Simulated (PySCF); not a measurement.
Spinor energies of Os²⁺ (osmium, charge +2)

Start: [Xe] 4f14 5d5 6s1; 5d5/2 filled at m_j = -3/2, -1/2, +1/2, +3/2, +5/2; 6s1/2 filled at m_j = +1/2. Calculated with PySCF 2.14 in x2c-TZVPall-2c (11s11p10d2f, 108 functions): generalised Hartree-Fock with the X2C-1e Hamiltonian and a Gaussian nucleus; spin-orbit coupling (SO) screened by Boettger's factors. This is a chosen level, not necessarily the ground level.

```
spinor shell  electrons  ε, screened SO (eV)  weight of nominal j (screened SO)  rms radius, screened SO (bohr)
       1s1/2          2             -74275.2                              1.000                          0.0201
       2s1/2          2             -13095.5                              1.000                          0.0809
       2p1/2          2             -12516.4                              1.000                          0.0687
       2p3/2          4             -10979.5                              1.000                          0.0764
       3s1/2          2              -3127.5                              1.000                           0.207
       3p1/2          2              -2869.1                              1.000                           0.198
       3p3/2          4              -2528.5                              1.000                           0.214
       3d3/2          4              -2100.8                              1.000                           0.188
       3d5/2          6              -2027.5                              1.000                           0.193
       4s1/2          2              -710.23                              1.000                           0.459
       4p1/2          2              -600.61                              1.000                           0.466
       4p3/2          4              -519.61                              1.000                           0.499
       4d3/2          4              -339.43                              0.999                           0.519
       4d5/2          6              -323.82                              0.999                           0.531
       5s1/2          2              -128.36                              1.000                            1.08
       5p1/2          2              -93.319                              0.918                            1.20
       4f5/2          6              -93.213                              0.979                           0.609
       4f7/2          8              -90.260                              0.984                           0.610
       5p3/2          4              -77.665                              0.959                            1.27
       5d5/2          5              -33.352                              0.514                            1.75
       6s1/2          1              -25.680                              0.998                            2.83
```

| quantity | screened SO |
| --- | --- |
| E (hartree) | -17262.91955 |
| M_J | 3 |
| ⟨J²⟩ | 12.018 |
| ⟨L²⟩ | 0.278 |
| ⟨S²⟩ | 11.795 |

Each row is a mean over spinors that exchange with the open shell spreads, by up to 9.563 eV (5p3/2).

Rows whose weight is well below 1 are mixtures of j = l ± 1/2: exchange outweighs spin-orbit coupling there, and the label is only the starting occupation.

Breit and QED terms are absent; they matter most for the inner s and p1/2 levels.

Densities and radii are taken from the X2C orbitals without a picture-change correction, which distorts them close to the nucleus.
